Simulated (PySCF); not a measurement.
Molecule: `CCOC[C@@H](Cl)CF`, C₅H₁₀ClFO.

Geometry (Å), atoms numbered from 1 in this order:
```xyz
18

C    -2.6143    0.4395   -1.0277
C    -1.7956   -0.0710    0.1460
O    -0.4387    0.2651   -0.0749
C     0.4179   -0.1841    0.9422
C     1.8355    0.2610    0.5970
Cl    2.9199   -0.2243    1.9285
C     2.2921   -0.3521   -0.7179
F     3.4255    0.2611   -1.1771
H    -3.6646    0.2097   -0.8733
H    -2.2766   -0.0296   -1.9476
H    -2.4921    1.5147   -1.1221
H    -2.1425    0.3844    1.0862
H    -1.8957   -1.1633    0.2404
H     0.3804   -1.2822    1.0241
H     0.1237    0.2397    1.9142
H     1.8834    1.3499    0.5236
H     1.5122   -0.1955   -1.4704
H     2.5210   -1.4169   -0.6099
```

Frames of a GFN2-xTB Langevin trajectory at 300 K; GIAO PBE0/pcSseg-1 shieldings in PySCF 2.14.0 with density-fitted response routines, gas phase, non-relativistic; equivalent atoms averaged within each frame.

δ = σ(ref) − σ, references computed at the same level: 13C (σref 186.93) and 1H (σref 31.72) vs TMS; 17O (σref 336.08) vs H2O; 35Cl (σref 949.78) vs HCl; 19F (σref 170.95) against CFCl3. The references are static minima.

Question: How do the shifts (ppm) fluctuate along the trajectory?

Answer: 
```tsv
time (fs)	C7	C4	C2	C5	C1	O3	Cl6	F8	H17	H15
250	86.3	77.1	69.0	58.4	17.3	62.2	114	-249.4	5.62	4.75
425	87.0	79.7	74.7	58.1	20.5	63.2	137	-256.1	5.57	4.43
625	94.2	74.6	65.4	67.4	16.2	37.8	107	-235.5	6.32	3.24
800	87.3	77.7	80.7	61.9	16.7	58.1	101	-240.1	4.89	3.27
1000	88.6	81.2	77.5	60.8	18.8	61.7	115	-234.8	5.32	4.26
mean of frames	88.7	78.1	73.4	61.3	17.9	56.6	115	-243.2	5.55	3.99
standard deviation	3.2	2.5	6.2	3.8	1.8	10.7	14	9.3	0.52	0.69
```

5 frames give an uncertainty of the mean of about the standard deviation over 2.2 at best, since frames this close in time may not be independent; classical motion lacks zero-point vibration, and the reference would need the same averaging.
